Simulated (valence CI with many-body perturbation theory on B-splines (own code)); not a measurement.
## From CI to CI+MBPT in Nb IX

Computed by configuration interaction combined with many-body perturbation theory (CI+MBPT): five valence electrons over a frozen Dirac-Fock core [Ar] 3d10, a basis of 9 s, 9 p, 8 d, 6 f, 3 g, 1 h functions for each j, with the one-electron correlation potential Σ1 (screened to all orders), the two-electron term Σ2, the three-electron term Σ3, Breit, model QED; selected single and double excitations, second order for the rest, scaled by the run's own slope (own B-spline code, finite nucleus).

No measured spectrum was set against this ion. As an estimate, levels hold to about 250 cm⁻¹ or 0.2 % of their energy and the worst to 1 %, as in measured heavy ions of charge 2 to 7; those with d or f electrons hold less well. Among the levels kept, up to 760 cm⁻¹ of a level comes from second order outside the variational space, and about a tenth of that is noise between levels of different J, which matters for small intervals.

Each rung adds one term. CI alone is the Dirac-Coulomb CI over the frozen core; QED comes last and gives the full result, which names the levels. Energies are above 4s2 4p3 4S°_3/2 on the same rung, in eV.

Names give the largest LS component (configuration and term), which can be under half, so a name can repeat, a term be missing and a line seem to break the LS rules; names also repeat where a configuration has a term twice. Letters in brackets count levels of one name in rising energy.

```csv
Level,CI alone,Σ1,Σ2,Σ3,Breit,QED,Full
4s2 4p3 2D°_3/2,3.159,+0.0139,-0.0531,-0.0131,-0.0044,+0.0004,3.103
4s2 4p3 2D°_5/2,4.036,+0.0329,-0.0460,-0.0119,-0.0229,+0.0025,3.990
4s2 4p3 2P°_1/2,6.395,+0.0404,-0.0826,-0.0246,-0.0199,+0.0020,6.310
4s2 4p3 2P°_3/2,7.833,+0.0801,-0.0520,-0.0199,-0.0565,+0.0064,7.791
4s 4p4 4P_5/2,25.307,+0.1475,+0.1613,+0.0089,+0.0032,-0.0591,25.569
4s 4p4 4P_3/2,26.814,+0.1776,+0.1788,+0.0099,-0.0197,-0.0554,27.105
4s 4p4 4P_1/2,27.334,+0.1828,+0.1709,+0.0084,-0.0226,-0.0550,27.618
4s 4p4 2D_3/2,31.347,+0.1860,-0.0016,-0.0021,-0.0171,-0.0523,31.460
4s 4p4 2D_5/2,31.807,+0.1994,+0.0169,-0.0015,-0.0327,-0.0514,31.938
4s 4p4 2S_1/2,36.015,+0.2020,-0.2235,-0.0205,-0.0185,-0.0505,35.904
4s 4p4 2P_3/2,36.336,+0.2145,-0.2332,-0.0031,-0.0357,-0.0406,36.238
4s 4p4 2P_1/2,38.701,+0.2565,-0.1738,-0.0098,-0.0706,-0.0379,38.665
4s2 4p2 4d 4F_3/2,39.961,+0.2184,+0.0143,+0.0098,-0.0391,-0.0052,40.159
4s2 4p2 4d 4F_5/2,40.588,+0.2319,+0.0213,+0.0112,-0.0556,-0.0033,40.793
4s2 4p2 4d 4F_7/2,41.561,+0.2549,+0.0364,+0.0129,-0.0789,0.0000,41.786
4s2 4p2 4d 2F_5/2 [a],41.700,+0.2425,+0.0276,+0.0088,-0.0633,-0.0024,41.914
4s2 4p2 4d 4D_1/2,42.224,+0.2522,-0.0212,+0.0088,-0.0649,-0.0026,42.396
4s2 4p2 4d 4D_3/2,42.382,+0.2543,-0.0183,+0.0088,-0.0689,-0.0023,42.555
4s2 4p2 4d 2F_7/2 [a],42.346,+0.2547,+0.0232,+0.0095,-0.0768,-0.0007,42.556
```

The middle columns are the shifts that each term adds.

Problem. How does the ionisation energy move along the ladder, and which term matters most?

Solution. CI alone 158.27, + Σ1 159.12, + Σ2 158.98, + Σ3 158.89, + Breit 158.85, + QED 158.86 eV. The largest step is Σ1, 0.85 eV. NIST lists 159.2 ± 0.7 eV (semi-empirical).
